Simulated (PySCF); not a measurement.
# Working out the ionisation energy of Pt

Pt [Xe] 4f14 5d9 6s1 (3D) → Pt⁺ [Xe] 4f14 5d9 (2D). Computed with PySCF 2.14 in ANO-RCC-VTZP (8s7p5d3f1g, 84 functions), with scalar relativity by spin-free X2C-1e. Frozen: [Kr] 4d10 4f14. Energies in hartree (1 hartree = 27.21139 eV):

| part | Pt (lower) | Pt⁺ (upper) |
| --- | --- | --- |
| UHF | -18409.483464 | -18409.204687 |
| MP2 opposite-spin | -0.361512 | -0.328271 |
| MP2 same-spin | -0.185070 | -0.160723 |

Task: What does Hartree-Fock give?

Result: (-18409.204687) − (-18409.483464) = 0.278777 hartree = 7.586 eV.

Task: What do MP2 and SCS-MP2 (6/5 opposite-spin, 1/3 same-spin) give?

Result: The opposite-spin parts differ by 0.905 eV and the same-spin parts by 0.663 eV. MP2: 7.586 + (0.905) + (0.663) = 9.154 eV. SCS-MP2: 7.586 + 1.2 × (0.905) + (0.663)/3 = 8.893 eV.

A first-order spin-orbit estimate adds -0.018 eV to MP2 (valence and next inner shell), giving 9.136 eV against 8.959 eV (measured; NIST Atomic Spectra Database, ionization energies).

What remains against the reference includes basis incompleteness, the frozen core and correlation beyond second order.
